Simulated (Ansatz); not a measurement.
C2H9NSi2 (`N[SiH2]/C=C/[SiH3]`). Total charge 0; spin multiplicity 1. All single points use the PBE0-D4/def2-TZVP geometry. It is one conformer, not always the lowest.

```xyz
14

N     2.000    0.635    1.572
Si    1.906    0.463   -0.129
C     0.215   -0.012   -0.770
C    -0.843   -0.209    0.024
Si   -2.533   -0.682   -0.594
H     1.654    1.451    2.046
H     2.060   -0.160    2.185
H     2.872   -0.589   -0.545
H     2.289    1.761   -0.750
H     0.084   -0.135   -1.848
H    -0.699   -0.083    1.100
H    -2.496   -0.794   -2.076
H    -3.545    0.337   -0.202
H    -2.964   -1.984   -0.013
```

Task: What is the dipole moment at ωB97M-V/def2-TZVPP? (Best estimate.)

Result: Ansatz gave: 1.25 D, with components (-0.02, 0.10, 1.25) D in this frame, pointing from negative to positive charge.

Task: And with PBE, r2SCAN, B3LYP? (An estimate is asked.)

Result: Computed: PBE 1.29 D, r2SCAN 1.29 D, B3LYP 1.24 D.

Task: Give the Mulliken charges with ωB97M-V, PBE, B3LYP in def2-TZVPP. (Best estimate.)

Result: Ansatz gave: 
| atom | ωB97M-V | PBE | B3LYP |
| --- | --- | --- | --- |
| N1 | -0.38 | -0.39 | -0.41 |
| Si2 | 0.38 | 0.34 | 0.43 |
| C3 | -0.19 | -0.13 | -0.18 |
| C4 | -0.24 | -0.14 | -0.20 |
| Si5 | 0.22 | 0.23 | 0.31 |
| H6 | 0.12 | 0.15 | 0.14 |
| H7 | 0.12 | 0.15 | 0.14 |
| H8 | -0.04 | -0.07 | -0.08 |
| H9 | -0.04 | -0.07 | -0.08 |
| H10 | 0.09 | 0.07 | 0.08 |
| H11 | 0.08 | 0.05 | 0.07 |
| H12 | -0.03 | -0.06 | -0.07 |
| H13 | -0.03 | -0.06 | -0.07 |
| H14 | -0.03 | -0.06 | -0.07 |

B3LYP here is the variant with VWN-RPA as its local correlation; programs differ in this.
